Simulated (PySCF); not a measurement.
Start geometry of `C1C[C@]2(C(F)(F)F)CCCC[C@H]12` from a GFN2-xTB structure with every atom displaced at random (by about 0.01 Å) (Å):
```
atom  x, y, z in Å
F1    -2.2846   -0.9385    1.7427
C2    -1.8046    0.2220    1.2317
F3    -2.8811    0.9886    0.9117
F4    -1.1506    0.8427    2.2559
C5    -0.8807   -0.0177    0.0401
C6    -0.3567    1.3302   -0.4892
C7     0.9938    1.7221    0.1324
C8     2.0337    0.6417   -0.1402
C9     1.6252   -0.6311    0.6275
C10    0.2053   -1.0917    0.3083
C11   -0.1411   -1.6955   -1.0675
C12   -1.4561   -0.9237   -1.0416
H13   -1.1259    2.1159   -0.3246
H14   -0.2341    1.2373   -1.5590
H15    0.8704    1.8608    1.2079
H16    1.3075    2.6834   -0.2986
H17    2.0807    0.4579   -1.2109
H18    2.9944    0.9677    0.2076
H19    2.3131   -1.4564    0.3662
H20    1.6782   -0.4389    1.6862
H21   -0.1423   -1.7688    1.0762
H22   -0.1901   -2.7966   -1.1328
H23    0.5412   -1.3283   -1.8810
H24   -1.7747   -0.4230   -1.9709
H25   -2.2683   -1.5481   -0.6786
```

Problem. What comes out of this run: PBE0-D3(BJ)/def2-SVP geometry optimisation, gas phase (PySCF 2.14.0)?

Solution. 
```
atom  x, y, z in Å
F1    -2.3910   -0.8408    1.6593
C2    -1.7926    0.2809    1.2363
F3    -2.7657    1.1575    0.9571
F4    -1.1064    0.7703    2.2807
C5    -0.9002    0.0340    0.0434
C6    -0.2428    1.3375   -0.4376
C7     1.0931    1.6399    0.2309
C8     2.0706    0.4898    0.0226
C9     1.5360   -0.7992    0.6371
C10    0.1195   -1.1296    0.2007
C11   -0.2180   -1.5427   -1.2467
C12   -1.5401   -0.7629   -1.1161
H13   -0.9542    2.1690   -0.3167
H14   -0.0700    1.2486   -1.5230
H15    0.9476    1.8145    1.3097
H16    1.5033    2.5734   -0.1864
H17    2.2451    0.3534   -1.0602
H18    3.0511    0.7320    0.4625
H19    2.1985   -1.6494    0.4025
H20    1.5439   -0.6929    1.7358
H21   -0.3124   -1.8806    0.8807
H22   -0.2763   -2.6196   -1.4606
H23    0.4614   -1.0813   -1.9796
H24   -1.8953   -0.1789   -1.9775
H25   -2.3544   -1.4100   -0.7604
```

The energy falls by 3.8 kcal/mol over 8 energy and gradient evaluations, the largest force component goes from 0.0284 to 4.2e-04 Eh/bohr, and the atoms move by 0.097 Å rms after alignment. The bond that changes most is C8–H18 (ring CH2 carbon to methylene hydrogen), which lengthens by 0.029 Å. Bonds longer at the end by more than 0.005 Å: 9 of 26; shorter: 9. Among the angles that change most is H17–C8–H18, from 109.4° to 106.1°. Rotational constants go from 1375, 848.1, 726.4 to 1374, 855.3, 732.7 MHz. The orientation of the end geometry is arbitrary; only internal coordinates are fixed.

The run used 233 basis functions and 52 SCF cycles in all. The run took 4.0 min wall, 9.1 min CPU on Intel Xeon Platinum 8259CL at 2.50 GHz, 2 threads, no GPU, shared host with 96 logical CPUs at a one-minute load of 54, and the process peaked at 1.6 GiB of memory.

Whether it is a minimum is left open (no frequencies). One conformer, not necessarily the lowest.
